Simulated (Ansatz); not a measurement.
`[AlH2][SiH]([SiH3])O[SiH3]` + H₂O → `O[SiH]([SiH3])O[SiH3]` + `[AlH3]` at 400 K and 1 bar (formal hydrolysis of the Si–Al bond).

Computed with Ansatz on PBE0-D4/def2-TZVP structures; ΔE is electronic, products minus reactants. CCSD(T)/CBS is the MP2 limit (def2-TZVPP, def2-QZVPP) plus CCSD(T) − MP2 in def2-TZVPP, frozen cores. This one scheme is used for every species. Each species was taken in one conformer, which may not be the lowest.

```csv
species,CCSD(T)/CBS energy (Eh),H − E (kJ/mol),S (J/(mol·K))
`[AlH2][SiH]([SiH3])O[SiH3]`,-1189.88644,252.8,512.4
H₂O,-76.37941,69.8,198.6
`O[SiH]([SiH3])O[SiH3]`,-1022.52413,249.9,466.9
`[AlH3]`,-243.78045,63.6,220.9
```

H − E and S are ideal-gas, rigid-rotor, harmonic terms from PBE0-D4/def2-TZVP, for one conformer and one mirror image of each species. 1 Eh = 2625.50 kJ/mol, R = 8.31446 J/(mol·K).

Q: By hand: ΔE, ΔH, ΔS and ΔG.

A: ΔE = (-1022.52413) + (-243.78045) − (-1189.88644) − (-76.37941) = -0.03873 Eh = -101.7 kJ/mol. Δ(H − E) = 249.9 + 63.6 − 252.8 − 69.8 = -9.1, so ΔH = -110.8 kJ/mol. ΔS = 466.9 + 220.9 − 512.4 − 198.6 = -23.2 J/(mol·K). ΔG = -110.8 − 400 × (-23.2)/1000 = -101.5 kJ/mol.

Q: By hand: the equilibrium constant, and the temperature at which ΔG would vanish if ΔH and ΔS stayed fixed.

A: log₁₀ K = −ΔG/(RT ln 10) = 13.3. ΔG = 0 at ΔH/ΔS = 4776 K, far beyond where these terms or the molecules hold.

ΔH outweighs TΔS. A doubt of 5 kJ/mol in ΔE shifts log₁₀ K by 0.7 here. Other conformers and mirror images would add mixing entropy, several J/(mol·K) or more a flexible species. Modes under 60 cm⁻¹, often nearly free rotors, make the harmonic entropy too high. These are equilibria of isolated gas molecules and say nothing of rates. Largest T1 diagnostic: 0.013 (customary marks: 0.02 for closed shells, 0.045 for open ones).
